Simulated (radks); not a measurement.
Results of a calculation; reference values are marked as such.
Effect of the nuclear size on neutral terbium, [Xe] 4f9 6s2. Level of theory: Dirac Kohn-Sham, LDA (Slater exchange, Perdew-Wang correlation), spin-unpolarised, spherical densities, finite nucleus; open shells are shared between the two j in proportion to 2j + 1; Fermi nuclear charge, rms radius 5.06 fm (a radial shooting solver on a logarithmic mesh with Libxc functionals). The rms radius is varied about that value; shifts are against it.

rms radius (fm) = 4.382: total energy shift (eV) -5.61; density at nucleus (e/bohr^3) 7.103e+05; 1s1/2 shift (meV) -2310; 2s1/2 shift (meV) -300; 5s1/2 shift (meV) -2.26; 5p1/2 shift (meV) 0.272; 6s1/2 shift (meV) -0.096; 4f7/2 shift (meV) 0.440; 6p1/2 (empty) shift (meV) 0.086
rms radius (fm) = 4.5591: total energy shift (eV) -4.20; density at nucleus (e/bohr^3) 7.029e+05; 1s1/2 shift (meV) -1730; 2s1/2 shift (meV) -225; 5s1/2 shift (meV) -1.69; 5p1/2 shift (meV) 0.204; 6s1/2 shift (meV) -0.072; 4f7/2 shift (meV) 0.330; 6p1/2 (empty) shift (meV) 0.065
rms radius (fm) = 5.06: total energy shift (eV) 0; density at nucleus (e/bohr^3) 6.839e+05; 1s1/2 shift (meV) 0.000; 2s1/2 shift (meV) 0.000; 5s1/2 shift (meV) 0.000; 5p1/2 shift (meV) 0.000; 6s1/2 shift (meV) 0.000; 4f7/2 shift (meV) 0.000; 6p1/2 (empty) shift (meV) 0.000
rms radius (fm) = 5.394: total energy shift (eV) 2.98; density at nucleus (e/bohr^3) 6.725e+05; 1s1/2 shift (meV) 1230; 2s1/2 shift (meV) 159; 5s1/2 shift (meV) 1.20; 5p1/2 shift (meV) -0.144; 6s1/2 shift (meV) 0.051; 4f7/2 shift (meV) -0.234; 6p1/2 (empty) shift (meV) -0.046
rms radius (fm) = 5.7178: total energy shift (eV) 6.01; density at nucleus (e/bohr^3) 6.623e+05; 1s1/2 shift (meV) 2470; 2s1/2 shift (meV) 321; 5s1/2 shift (meV) 2.42; 5p1/2 shift (meV) -0.291; 6s1/2 shift (meV) 0.102; 4f7/2 shift (meV) -0.471; 6p1/2 (empty) shift (meV) -0.092

Slopes of the eigenvalues against <r^2> in GHz/fm^2, as finite differences over the two radii next to the reference (eigenvalue slopes, not the field-shift constants of lines): 1s1/2 86100, 2s1/2 11200, 5s1/2 84.1, 5p1/2 -10.1, 6s1/2 3.56, 4f7/2 -16.4, 6p1/2 (empty) -3.22.
